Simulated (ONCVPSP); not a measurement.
# dysprosium, ONCV: configuration errors across variants

```json
{"Element": "dysprosium (Dy)", "Generator": "ONCVPSP 4.0.1", "Type": "optimised norm-conserving Vanderbilt (ONCV)", "Functional": "LDA (Perdew-Wang 92)", "Relativity": "scalar-relativistic", "Frozen core": "[Xe] 4f9", "Valence charge": "3", "Reference configuration": "5d1 6s1.75 6p0.25", "Partial waves": "6s: rc 2.80 bohr, ncon 4, nbas 8, qcut 1.9 1/bohr, 1 projector; 6p: rc 4.00 bohr, ncon 4, nbas 8, qcut 2.2 1/bohr, 2 projectors, debl 1.4 Ha; 5d: rc 3.50 bohr, ncon 4, nbas 9, qcut 5.3 1/bohr, 1 projector; f scattering state at 0.19 Ha: rc 4.15 bohr, ncon 4, nbas 8, qcut 2.6 1/bohr, 2 projectors, debl 4 Ha", "Local potential": "polynomial inside 2.10 bohr (lpopt 5, dvloc0 3 Ha)", "Core correction": "Teter function, fcfact 2.5, rcfact 1.05"}
```

All-electron excitation energies from the reference (eV): (1) 5d1 6s2 6p0 -0.759; (2) 5d1 6s1 6p0 6.288; (3) 5d1 6s0 6p0 18.994.

Errors AE − PS in meV (a dash: test not solved or not reliable):

```tsv
change	(1)	(2)	(3)	bound ghosts	GHOST(+) flags above zero
base	+0.4	+12	+109	none	s
core correction Teter function, fcfact 2.5, rcfact 1	+0.5	+13	+117	none	s
core correction Teter function, fcfact 2.5, rcfact 1.1	+0.4	+11	+97	none	s
core correction Teter function, fcfact 2.5, rcfact 1.32	+0.2	+2.0	+5.7	none	s
core correction Teter function, fcfact 2.5, rcfact 1.44	0.0	-7.3	-73	none	s
core correction Teter function, fcfact 2.5, rcfact 1.76	-0.4	-50	-343	none	s
core correction Teter function, fcfact 2.5, rcfact 1.92	-0.6	-80	-482	none	s
core correction Teter function, fcfact 2.5, rcfact 2.02	-0.8	-99	-558	none	s
```

**Question.** Give the same row for: core correction Teter function, fcfact 2.5, rcfact 1.58.

**Answer.** -0.2, -23, -185; bound ghosts: none; GHOST(+) flags above zero: s.
